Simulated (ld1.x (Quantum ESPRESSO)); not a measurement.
xenon (Xe): one change to a TM potential, before and after

- Element: Xe
- Generator: ld1.x (Quantum ESPRESSO) 7.5
- Type: norm-conserving Troullier–Martins (Kleinman–Bylander form)
- Functional: PBE
- Relativity: scalar-relativistic
- Frozen core: [Kr]
- Valence charge: 18
- Reference configuration: 4d10 5s2 5p6
- Partial waves: 5s (bound): rc 1.25 bohr; 5p (bound): rc 1.40 bohr; 4d (bound): rc 1.25 bohr
- Local potential: all-electron potential smoothed inside 1.05 bohr (lloc = -1)
- Core correction: Bessel-smoothed model core inside 1.20 bohr

Change: wave 5p (bound): rc 1.40 bohr becomes 5p (bound): rc 1.90 bohr.

Cutoffs: the cutoffs (Ry, on a coarse ladder) from which the occupation-weighted sum of valence levels, in a spherical-Bessel basis at the reference potential, stays within 10 and 1 mRy of its value at 400 Ry; they do not see the model core or the augmentation charge, which bear on the density cutoff. Errors are all-electron minus pseudo energies relative to the spin-unpolarised reference configuration.

Question: Predict the effect on cutoff, ghosts and configuration errors.

Answer: The potential gets neither clearly harder nor softer (160 Ry and 260 Ry → 140 Ry and 260 Ry); both files keep a bound ghost (p, s); the number of tests that count goes from 7 to 6; of the 6 tests that both files solve, the error grows in 0 and shrinks in 6 by more than 15 % and 0.3 meV (median size 22.4 → 3.6 meV). That the errors move this way runs against the usual rule that smaller radii transfer better.

| quantity | base | changed |
| --- | --- | --- |
| cutoff, loose | 160 Ry | 140 Ry |
| cutoff, tight | 260 Ry | 260 Ry |
| loose cutoff by channel (10 mRy a level) | s 55 Ry, p 70 Ry, d 100 Ry | s 55 Ry, p 12 Ry, d 100 Ry |
| bound ghosts | s, p | s, p |
| tests counted (converged, no solver errors) | 7 of 7 | 6 of 7 |
| error for 4d10 5s2 5p5, meV [ΔE 12.54 eV] | -6.1 | -2.1 |
| error for 4d10 5s2 5p4, meV [ΔE 34.29 eV] | -21 | -1.3 |
| error for 4d10 5s2 5p3, meV [ΔE 66.01 eV] | -41 | +5.1 |
| error for 4d10 5s1 5p6, meV [ΔE 24.68 eV] | -24 | -18 |
| error for 4d10 5s2 5p2, meV [ΔE 108.33 eV] | -57 | +19 |
| error for 4d10 5s2 5p5.5, meV [ΔE 5.17 eV] | -2.0 | -1.2 |

Changed file: Tests not counted: 4d9 5s2 5p6 (solver errors, printed error -2365 eV). A true bound ghost makes a file unfit for plane-wave use even where its test errors are small: the radial tests pick states by their node count and pass the ghost by. Where a test does run into it, the solver fails or the error is huge.
